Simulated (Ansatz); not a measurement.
CH9NO2Si2, SMILES `CN([SiH2]O)[SiH2]O`, relaxed with RKS PBE0-D4/def2-TZVP in Ansatz 0.2.0 from a GFN2-xTB geometry. The force threshold is 0.005 eV/Å; the program also tests the step.

Charge 0, multiplicity 1.

Start:

```xyz
15

C     0.517   -1.659   -0.715
N     0.185   -0.360   -0.170
Si    0.452   -0.182    1.543
O     0.090    1.321    2.021
Si   -0.800    0.680   -1.141
O    -0.791    2.192   -0.530
H     0.644   -1.597   -1.794
H     1.444   -2.022   -0.273
H    -0.267   -2.393   -0.507
H    -0.365   -1.158    2.274
H     1.884   -0.325    1.795
H    -0.575    1.806    1.534
H    -0.228    0.646   -2.488
H    -2.231    0.392   -1.090
H     0.038    2.659   -0.459
```

| step | energy (eV) | largest force (eV/Å) | largest move (Å) |
| --- | --- | --- | --- |
| 1 | -22516.1652 | 0.829 | 0.000 |
| 2 | -22516.2539 | 0.361 | 0.091 |
| 3 | -22516.2634 | 0.176 | 0.037 |
| 4 | -22516.2679 | 0.195 | 0.053 |
| 5 (rejected) | -22516.2307 | 1.572 | 0.195 |
| 6 | -22516.2764 | 0.111 | 0.098 |
| 7 (rejected) | -22516.2705 | 0.832 | 0.099 |
| 8 | -22516.2793 | 0.061 | 0.049 |
| 9 | -22516.2825 | 0.217 | 0.048 |
| 10 | -22516.2876 | 0.262 | 0.075 |
| 11 | -22516.2916 | 0.503 | 0.109 |
| 12 | -22516.3037 | 0.170 | 0.169 |
| 13 | -22516.3142 | 0.270 | 0.200 |
| 14 | -22516.3150 | 0.170 | 0.150 |
| 15 (rejected) | -22516.3118 | 0.266 | 0.200 |
| 16 | -22516.3234 | 0.041 | 0.061 |
| 17 | -22516.3241 | 0.029 | 0.026 |
| 18 (rejected) | -22516.3238 | 0.102 | 0.057 |
| 19 | -22516.3245 | 0.022 | 0.028 |
| 20 | -22516.3246 | 0.035 | 0.032 |
| 21 | -22516.3246 | 0.020 | 0.007 |
| 22 | -22516.3247 | 0.009 | 0.005 |
| 23 | -22516.3247 | 0.001 | 0.003 |

End:

```xyz
15

C     0.675   -1.569   -0.768
N     0.016   -0.446   -0.111
Si    0.218   -0.285    1.602
O    -0.469    1.126    2.071
Si   -0.904    0.711   -0.986
O    -0.394    2.259   -0.664
H     0.702   -1.423   -1.850
H     1.710   -1.674   -0.424
H     0.162   -2.518   -0.576
H    -0.465   -1.357    2.369
H     1.680   -0.358    1.887
H    -0.324    1.890    1.502
H    -0.733    0.376   -2.426
H    -2.330    0.756   -0.599
H     0.457    2.512   -1.027
```

Run time 39 s (2 threads of an AMD EPYC 7R13 on a shared host and a share of an NVIDIA H100 80 GB); peak host memory 0.94 GiB.
